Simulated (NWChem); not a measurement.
PbHOI, singlet; SMILES [OH][Pb][I]

```xyz
4

Pb     0.2117     1.0082     0.0000
I     -0.0080    -1.8132     0.0000
O     -1.8597     1.3869     0.0000
H     -2.0612     2.3319     0.0000
```
Atoms are numbered in this order, from 1.

All runs: NWChem. Low-valent species are run as closed-shell singlets; no triplet was tried in these runs. Coordinates come from a PBE0/def2-SVP optimisation. def2 effective core potentials on I, Pb; no spin-orbit coupling. Ions are spin-unrestricted doublets at the neutral geometry; other ion states weren't tried. Functional: LC-ωPBE (HJS hole) with def2-SVP; rows give the range parameter ω in 1/bohr.

For range parameter (1/bohr) 0.15:

| Quantity | Value |
|---|---|
| vertical ionisation energy, ΔSCF (eV) | 8.90 |
| −ε(HOMO) (eV) | 7.85 |

Question: How do the values read with range parameter (1/bohr) 0.40 instead?

Answer: The vertical ionisation energy, ΔSCF (eV) is 9.14. The −ε(HOMO) (eV) is 9.45.
